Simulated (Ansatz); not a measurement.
`[OH][AlH][SiH2]O` and `[CH3][Al]([OH])[SiH2]O` differ in one atom or group.

Ansatz, PBE0-D4/def2-TZVP geometries, multiplicity 1. Each molecule was computed in one conformer, which needn't be the lowest.

```tsv
property	`[OH][AlH][SiH2]O`
LUMO energy (B3LYP/def2-TZVPP) / eV	-1.65
HOMO–LUMO gap (PBE/def2-TZVPP) / eV	3.73
LUMO energy (ωB97M-V/def2-TZVPP) / eV	0.18
size of the dipole moment (ωB97M-V/def2-TZVPP) / D	1.44
HOMO energy (ωB97M-V/def2-TZVPP) / eV	-9.14
HOMO energy (PBE0/def2-TZVPP) / eV	-7.12
```

(1) What does the change do to each property? (Estimate.)

## Answers

(1) Ansatz gave: 
| property | `[CH3][Al]([OH])[SiH2]O` | shift |
| --- | --- | --- |
| LUMO energy (B3LYP/def2-TZVPP) / eV | -1.33 | 0.32 |
| HOMO–LUMO gap (PBE/def2-TZVPP) / eV | 3.85 | 0.12 |
| LUMO energy (ωB97M-V/def2-TZVPP) / eV | 0.49 | 0.31 |
| size of the dipole moment (ωB97M-V/def2-TZVPP) / D | 1.12 | -0.32 |
| HOMO energy (ωB97M-V/def2-TZVPP) / eV | -8.94 | 0.20 |
| HOMO energy (PBE0/def2-TZVPP) / eV | -6.91 | 0.21 |

With PBE0 the HOMO rises by 0.21 eV and the LUMO rises by 0.32 eV, so the gap widens by about 0.11 eV. PBE moves the HOMO by 0.20 eV and ωB97M-V by 0.20 eV. Dipoles are sizes alone; their direction can turn.

B3LYP here is the variant with VWN-RPA as its local correlation; programs differ in this.
